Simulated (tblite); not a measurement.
C5H11NOSi2.
Cartesian coordinates in Å at the GFN2-xTB level; atoms count from 1:
```xyz
20
C5H11NOSi2 angstrom
N      5.139   -1.510   -0.853
C      4.129   -1.212   -0.402
Si     2.491   -0.721    0.367
C      1.308   -0.531   -1.126
C      0.042   -0.088   -0.480
O      0.022   -0.011    0.733
C     -1.165    0.231   -1.304
C     -2.113    1.150   -0.545
Si    -2.415    0.579    1.258
H      2.730    0.562    1.019
H      2.099   -1.836    1.223
H      1.636    0.200   -1.866
H      1.141   -1.460   -1.673
H     -0.863    0.645   -2.270
H     -1.662   -0.725   -1.502
H     -1.696    2.158   -0.537
H     -3.055    1.208   -1.088
H     -3.821    0.945    1.517
H     -2.347   -0.879    1.357
H     -1.604    1.307    2.224
```

Method: GFN2-xTB as coded in tblite; computed harmonic values from a numerical Hessian at the method's own geometry, unscaled. This tight-binding method is rough: wavenumbers can miss measured ones by several per cent, in bad cases by 10 to 20. Modes of hydrogen on silicon can be 10 to 20 % off. One conformer, not necessarily the lowest.

Harmonic wavenumbers (cm⁻¹): 27.9, 48.7, 57.4, 90.5, 97.6, 143.6, 200.0, 276.1, 279.1, 303.0, 334.1, 377.9, 430.4, 468.5, 543.5, 585.0, 607.8, 622.3, 629.4, 681.9, 707.9, 726.6, 739.5, 741.7, 761.5, 792.2, 845.2, 870.5, 879.9, 930.2, 1013.3, 1064.6, 1099.9, 1123.2, 1190.8, 1249.4, 1279.1, 1333.0, 1419.5, 1439.9, 1493.1, 1702.6, 2165.0, 2258.6, 2300.0, 2309.3, 2317.7, 2355.5, 2924.9, 2954.5, 2971.2, 2985.0, 2991.3, 3005.6.

A = 3734, B = 449.9, C = 411.7 MHz; mass 157.038 u (most abundant isotopes); point group C1, symmetry number 1.

Task: Zero-point energy?

Result: Half the sum of the wavenumbers: 30873 cm⁻¹ = 88.27 kcal/mol.

Task: Give the ideal-gas entropy at 298.15 K and 1 bar in the rigid-rotor, harmonic-oscillator model (classical rotation).

Result: Translation 41.09, rotation 30.52, vibration 41.04: S = 112.7 cal/(mol K).

Task: And Cp and H(298.15 K) − H(0)?

Result: Cp = 47.35 cal/(mol K), of which vibrations give 39.40 (their classical limit is 54 R = 107.3); H(298.15 K) − H(0) = 8.47 kcal/mol without the zero-point energy, 6.10 from vibrations.

Task: How do the functions run with temperature in this model?

Result: 
```
 T (K)  S (cal/(mol K))  Cp (cal/(mol K))  H − H(0) (kcal/mol)  G − H(0) (kcal/mol)  ln q(vib)
    50             63.8              16.2                 0.59                -2.60       1.25
   100             77.0              22.4                 1.56                -6.14       3.23
373.15            124.2              55.5                12.34               -34.00      12.92
   500            142.0              66.4                20.10               -50.90      17.13
   750            171.9              81.2                38.69               -90.27      24.84
  1000            196.7              90.8                60.27              -136.45      31.79
```

q(vib) and H(0) count from the zero-point level.

Task: Which modes carry the vibrational entropy at 298.15 K?

Result: 27.9 cm⁻¹: 5.97; 48.7 cm⁻¹: 4.87; 57.4 cm⁻¹: 4.54; 90.5 cm⁻¹: 3.65; 97.6 cm⁻¹: 3.50; 143.6 cm⁻¹: 2.76 cal/(mol K); the other 48 give 15.75 together.

Task: What must be added to the electronic energy to get the Gibbs energy at 298.15 K and 1 bar?

Result: ZPE + [H(298.15 K) − H(0)] − T·S = 88.27 + 8.47 − 33.59 = 63.15 kcal/mol.

Hindered rotation and anharmonicity are outside this model. Other conformers, if any are populated, would add a mixing term that is left out. The structure is chiral; the term R ln 2 for an equal mix with its mirror image is left out.
